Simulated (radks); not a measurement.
The numbers below are computed, except where a source is named.
Question: Species: Cd1.25+. Configuration: [Kr] 4d9.25 5s1.5 (fractional occupations, a model configuration). Code: a radial shooting solver on a logarithmic mesh with Libxc functionals. Model: scalar-relativistic Kohn-Sham, r2SCAN, spin-unpolarised, spherical densities, finite nucleus; meta-GGA in the generalised Kohn-Sham scheme; Fermi nuclear charge, rms radius 4.6087 fm. Some entries of the table are withheld. Estimate them.

orbital  occ.  eigenvalue (eV)  r(max) (bohr)
1s          2        -26591.60        0.01968
2s          2        -3975.725         0.1112
2p          6        -3566.069        0.08901
3s          2        -759.6245         0.3234
3p          6              (1)         0.3168
3d         10        -412.7297         0.2663
4s          2        -124.0889         0.7963
4p          6         -84.0684         0.8452
4d       9.25         -26.4962            (2)
5s        1.5              (3)          2.178

Answer: 
(1) 3p eigenvalue (eV): -624.1886
(2) 4d r(max) (bohr): 0.9720
(3) 5s eigenvalue (eV): -16.2729
